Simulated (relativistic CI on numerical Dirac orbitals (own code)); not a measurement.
One change at a time: W IV

Base calculation: Dirac-Coulomb-Breit CI, separate exchange-only KLI orbitals for each configuration, model QED (radiative potential, 1s self-energy scaled to tabulated hydrogen-like ionisation energies), valence Slater integrals scaled by 0.85, P86 correlation energy added to each configuration.

Configuration list (outside the closed core [Kr] 4d10 4f14 5s2): 5p⁶5d³, 5p⁶5d²6s, 5p⁶5d²6p, 5p⁶5d²5f, 5p⁶5d6s6p, 5p⁶5d²5g, 5p⁶5d²6d, 5p⁶5d²7s, 5p⁶5d²7p, 5p⁵5d⁴, 5p⁶5d²8s, 5p⁶5d²7d, 5p⁶5d²6f, 5p⁶5d²8p, 5p⁶5d5f6s, 5p⁶5d²8d, 5p⁶5d6p7s, 5p⁵5d³5f, 5p⁵5d³5g, 5p⁶5d6s², 5p⁶6s²6p, 5p⁶5f6s², 5p⁶5g6s², 5p⁶6s²6d, 5p⁶6s²7s, 5p⁶5d5f², 5p⁶5f²6s, 5p⁶5f²6p, 5p⁶5f³, 5p⁶5f²5g, 5p⁶5f²6d, 5p⁶5f²7s, 5p⁶5d6p², 5p⁶6s6p², 5p⁶6p³, 5p⁶5f6p², 5p⁶5g6p², 5p⁶6p²6d, 5p⁶6p²7s, 5p⁶5d6s7s, 5p⁶6s6p7s, 5p⁶5f6s7s, 5p⁶5g6s7s, 5p⁶6s6d7s, 5p⁶6s7s², 5p⁶5d5g², 5p⁶5g²6s, 5p⁶5g²6p, 5p⁶5f5g², 5p⁶5g³, 5p⁶5g²6d, 5p⁶5g²7s, 5p⁶5d5g6s, 5p⁶5g6s6p, 5p⁶5f5g6s, 5p⁶5g6s6d, 5p⁶5d5f6p, 5p⁶5f6s6p, 5p⁶5f5g6p, 5p⁶5f6p6d, 5p⁶5f6p7s. Double excitations out of closed p, d and f shells are left out; levels of such configurations are missing from the list, as are those of other unlisted configurations, and high levels can miss mixing partners. These lack a partner that the ground configuration has and come out too high: 5p⁶5d²7p, 5p⁶5d²8s, 5p⁶5d²7d, 5p⁶5d²6f, 5p⁶5d²8p.

Variants: (1) self-excluded LDA correlation estimate; (2) valence Slater integrals scaled by 0.75; (3) configuration mixing switched off; (4) one mean potential for all configurations. Shifts of the energy above 5p⁶5d³ ⁴F3/2, in cm⁻¹, for the lowest level and the first level of each name with at least 55 % of one term (blank where a level changes its place among those of its configuration and J or its character, or is not in the variant):

| Level | Base | Δ(1) | Δ(2) | Δ(3) | Δ(4) | Measured |
| --- | --- | --- | --- | --- | --- | --- |
| 5p⁶5d³ ⁴F3/2 | 0.0 | 0.0 | 0.0 | 0.0 | 0.0 | 0.0 |
| 5p⁶5d³ ⁴F5/2 | 2985.2 | -0.3 | +99.9 | -79.0 | -68.8 | 3537.5 |
| 5p⁶5d³ ⁴F7/2 | 5888.2 | -0.1 | +50.0 | -64.8 | -112.8 | 6744.6 |
| 5p⁶5d³ ⁴F9/2 | 8354.2 | +0.1 | -141.0 | +19.3 | -125.2 | 9256.4 |
| 5p⁶5d³ ⁴P1/2 | 11955.4 | +1.3 | -967.4 | +557.0 | -59.1 | 11772.9 |
| 5p⁶5d³ ²G7/2 | 14670.8 | +1.0 | -893.8 | +516.9 | -98.3 | 15260.9 |
| 5p⁶5d³ ⁴P5/2 | 16704.0 | +0.2 | -1064.1 | -19.3 | -131.9 | 17189.9 |
| 5p⁶5d³ ²P1/2 | 17982.4 | +3.5 | -927.1 | +2089.9 | -155.5 | 18364.8 |
| 5p⁶5d³ ²H11/2 | 21202.3 | +0.3 | -1400.2 | +195.8 | -123.4 | 22223.1 |
| 5p⁶5d³ ²D5/2 | 22302.2 | +4.4 | -1297.0 | +1214.9 | -166.7 | 22766.4 |
| 5p⁶5d³ ²F5/2 | 28095.1 | +7.8 | -2251.9 | +1783.4 | -82.8 | 27937.6 |
| 5p⁶5d³ ²F7/2 | 28268.0 | +5.0 | -2192.1 | +1453.1 | -109.0 | 28412.1 |
| 5p⁶5d²6s ⁴F3/2 | 37893.5 | +96.0 | -540.0 | -1626.4 | -7.6 | 32692.4 |
| 5p⁶5d²6s ⁴F5/2 | 40017.7 | +95.7 | -729.3 | -1670.8 | +15.9 | 35093.8 |

For a near-neutral ion this model can misplace configurations by up to about 10,000 cm⁻¹ (more where the count of f electrons changes) and terms by 10 to 25 % of their spread. Rates follow the energies as ν³ (E1, M1) or ν⁵ (E2), so they and the lifetimes can be off by large factors. The fine structure of a lone outer electron comes out too small, for d and f at times inverted, and misplaced configurations move strength between like terms. 42 of the 69 excited levels that our extract of the measured tables holds in this range could be paired (the sources list more); they are missed by 3089 cm⁻¹ on average and 7373 at most, and levels without a partner can miss by more. Some levels of the ground configuration have no partner and can miss by 10 % or more.

Measured levels: measured levels as listed in J. Phys. B 45, 035001 (2012).

Ionisation energy from the two ground configurations alone: base 37.89 eV; self-excluded LDA correlation estimate 38.18 eV; valence Slater integrals scaled by 0.75 37.81 eV. The NIST ASD value (semi-empirical) is 38.2 eV.

LS names give the leading component of a level, which can be under half, so a name can repeat, a term be missing and a line seem to break the LS rules.
